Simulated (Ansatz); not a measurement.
In(NH2)3 (InN₃H₆). The state is a singlet with charge 0. Geometry PBE-D4/def2-SVP.

```xyz
10

In    0.011    0.003    0.022
N     0.834    1.857   -0.403
H     0.123    2.576   -0.596
H     1.455    1.841   -1.223
N     1.235   -1.667   -0.066
H     0.708   -2.545   -0.162
H     1.893   -1.639   -0.857
N    -1.693   -0.078    1.199
H    -2.389    0.636    0.945
H    -2.177   -0.984    1.140
```

In the def2 sets In takes a core potential; there is no spin–orbit coupling.

(1) Estimate the orbital energies around the gap (eV) in Ansatz with HF/def2-TZVP, PBE-D4/def2-TZVP, r2SCAN-D4/def2-TZVPD, PBE0-D4/def2-SVP, ωB97X-V/def2-TZVP.

## Answers

(1) 
```csv
orbital,HF/def2-TZVP,PBE-D4/def2-TZVP,r2SCAN-D4/def2-TZVPD,PBE0-D4/def2-SVP,ωB97X-V/def2-TZVP
HOMO−9,-27.05,-17.82,-18.56,-20.31,-23.08
HOMO−8,-16.62,-11.06,-11.52,-12.50,-15.25
HOMO−7,-16.62,-11.06,-11.52,-12.50,-15.25
HOMO−6,-16.45,-10.92,-11.38,-12.33,-15.08
HOMO−5,-15.41,-10.37,-10.73,-11.74,-14.54
HOMO−4,-12.91,-7.94,-8.34,-9.18,-11.81
HOMO−3,-12.91,-7.94,-8.34,-9.17,-11.80
HOMO−2,-11.35,-6.44,-6.84,-7.60,-10.42
HOMO−1,-10.20,-5.52,-5.91,-6.56,-9.30
HOMO,-10.20,-5.52,-5.90,-6.56,-9.30
LUMO,1.41,-1.95,-1.90,-0.92,0.69
LUMO+1,2.27,-0.47,-0.26,0.63,1.99
LUMO+2,2.27,-0.11,0.29,1.39,1.99
LUMO+3,2.57,-0.11,0.30,1.39,2.00
LUMO+4,4.11,1.09,0.78,3.02,3.39
LUMO+5,5.51,2.04,1.61,3.90,4.77
```
